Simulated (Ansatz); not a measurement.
Calculated with Ansatz (gas phase, PBE0-D4/def2-TZVP geometries, no zero-point term in ΔE). CBS: MP2 limit from def2 TZ/QZ plus the TZ coupled-cluster correction, frozen cores. Functionals use def2-TZVPP. B3LYP here is the variant with VWN-RPA as its local correlation; programs differ in this. For Br, Ge outer-core shells are correlated without core-valence functions, which leaves a few kJ/mol of doubt a bond. Scalar relativity is left out up to krypton. One conformer a species, not always the lowest.

`Cl[CH]([GeH3])Br` + `[SiH3][SiH2]S` → `[SiH3][SiH2][S][GeH3]` + `ClCBr`  (ligand exchange at a Ge–C bond)

(1) Is it downhill or uphill in electronic energy at CCSD(T)/CBS, and by how much? (Best estimate.)

(2) What do these levels give: r2SCAN-D4, PBE0-D4, B3LYP-D4, ωB97M-V, PBE, r2SCAN, PBE0, SCS-MP2/def2-TZVPP, HF/def2-QZVPP, SCS-MP2/def2-QZVPP, HF/CBS(def2), MP2/CBS(def2)? (Estimate.)

Largest T1 diagnostic among the species: 0.012.

Results:

(1) Ansatz gave: Downhill: ΔE = -67.3 kJ/mol.

(2) The calculation gave: r2SCAN-D4 -73.2, PBE0-D4 -76.2, B3LYP-D4 -74.1, ωB97M-V -70.5, PBE -72.0, r2SCAN -72.6, PBE0 -74.7, SCS-MP2/def2-TZVPP -68.3, HF/def2-QZVPP -79.2, SCS-MP2/def2-QZVPP -68.4, HF/CBS(def2) -79.2, MP2/CBS(def2) -68.1 kJ/mol.

In def2-TZVPP, CCSD(T) changes the Hartree–Fock value by +11.8 kJ/mol (the triples alone add +0.6 kJ/mol) and MP2 by +11.0 kJ/mol.
